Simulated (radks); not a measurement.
These are the eigenvalues of the occupied orbitals of an atom or ion with whole-number occupations (eV). All-electron calculation, non-relativistic Kohn-Sham, PW91, spin-polarised, spherical densities, point nucleus. Program: a radial shooting solver on a logarithmic mesh with Libxc functionals.

| orbital | eigenvalue |
|---|---|
| 1s up | -20374.06 |
| 1s down | -20373.83 |
| 2s up | -2900.314 |
| 2s down | -2899.419 |
| 2p up | -2682.023 |
| 2p down | -2681.315 |
| 3s up | -545.4654 |
| 3s down | -544.8094 |
| 3p up | -460.7112 |
| 3p down | -459.9867 |
| 3d up | -305.0643 |
| 3d down | -304.1100 |
| 4s up | -118.9430 |
| 4p up | -93.4854 |
| 4p down | -88.6172 |
| 4d up | -52.8763 |

Which element is it, and in what charge state? The configuration may be excited. Open shells, if any, are filled with parallel spins first.

Answer. Z = 43, technetium, charge +4: Tc4+ in [Ar] 3d10 4s1 4p6 4d4. The list shows which subshells hold electrons but not how many an open one holds; the 1s level, -748.73 hartree, gives Z - s = 38.7 by -(Z - s)^2/2, which with screening narrows Z to a few neighbours, and the depths of the outer levels then fix element, charge and occupations together.
